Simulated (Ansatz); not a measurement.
The cluster Be₂Se, relaxed as a singlet with RKS r2SCAN-D4/def2-TZVP in Ansatz, starting from the GFN1-xTB geometry. Force threshold 0.02 eV/Å.

The restricted singlet is unstable: a solution with broken spin symmetry lies lower. The structure comes from a short search, and lower isomers may exist.

Start:

```xyz
3

Be    0.9413    0.5268   -0.2626
Be    0.1628   -0.8571    0.6864
Se   -1.1041    0.3304   -0.4238
```

Problem. Estimate the energy that the relaxation releases and the steps that it takes.

Solution. 0.8 kcal/mol, in 4 steps; 4 s on 4 threads of Intel Xeon Platinum 8259CL on a shared host. No frequencies were taken in this run, so the end may be a saddle point.

Problem. Does the start keep its bonding and symmetry?

Solution. By distances, no bond broke or formed. The bond that changes most is Be1–Se3, from 2.06 to 2.06 Å (atoms count from 1). Point group C2v at the start, C2v at the end, both within 0.05 Å.

Problem. Predict the relaxed structure.

Solution. 
```xyz
3

Be    0.952    0.562   -0.288
Be    0.136   -0.888    0.706
Se   -1.088    0.326   -0.418
```
Bond lengths (bridged metal pairs left out): 2 × Be–Se 2.06 Å.
